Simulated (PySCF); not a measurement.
Al(H)(NHMe)2 (C2H9AlN2), SMILES C[NH][AlH][NH]C.

Coordinates come from a TPSSh-D3(BJ)/def2-SVP optimisation. The structure was generated by enumeration; whether it is a known compound was not checked. Other conformers were not sampled.

Level of theory: TDA-PBE/def2-SVPD run with PySCF 2.14.0.

Vertical excitations. Isolated molecule, no solvent. State labels are in the subgroup Cs.

Q: Give excitation energies, oscillator strengths and character. (Estimate from the structure and the level; the computed values follow.)

A: 
| state | symmetry | energy (eV) | λ (nm) | f | main pairs |
|---|---|---|---|---|---|
| S1 | A" | 4.51 | 275 | 0.000 | HOMO→LUMO 100 % |
| S2 | A" | 5.12 | 242 | 0.003 | HOMO→LUMO+2 81 %, HOMO−1→LUMO 19 % |
| S3 | A' | 5.16 | 240 | 0.146 | HOMO→LUMO+1 94 % |
| S4 | A" | 5.24 | 237 | 0.038 | HOMO−1→LUMO 79 %, HOMO→LUMO+2 18 % |
| S5 | A" | 5.65 | 219 | 0.012 | HOMO→LUMO+3 98 % |
| S6 | A' | 5.70 | 217 | 0.074 | HOMO−1→LUMO+1 94 % |
| S7 | A" | 5.74 | 216 | 0.004 | HOMO→LUMO+4 74 %, HOMO−1→LUMO+2 25 % |
| S8 | A" | 5.78 | 215 | 0.002 | HOMO−1→LUMO+2 74 %, HOMO→LUMO+4 25 % |
| S9 | A" | 6.25 | 198 | 0.000 | HOMO→LUMO+5 92 % |
| S10 | A" | 6.28 | 197 | 0.011 | HOMO−1→LUMO+3 89 % |
| T1 | A' | 4.30 | 289 | 0 | HOMO→LUMO+1 99 % |
| T2 | A" | 4.37 | 284 | 0 | HOMO→LUMO 99 % |
| T3 | A' | 4.77 | 260 | 0 | HOMO−1→LUMO+1 99 % |
| T4 | A" | 4.89 | 253 | 0 | HOMO−1→LUMO 80 %, HOMO→LUMO+2 18 % |
Triplets are in the Tamm–Dancoff approximation.
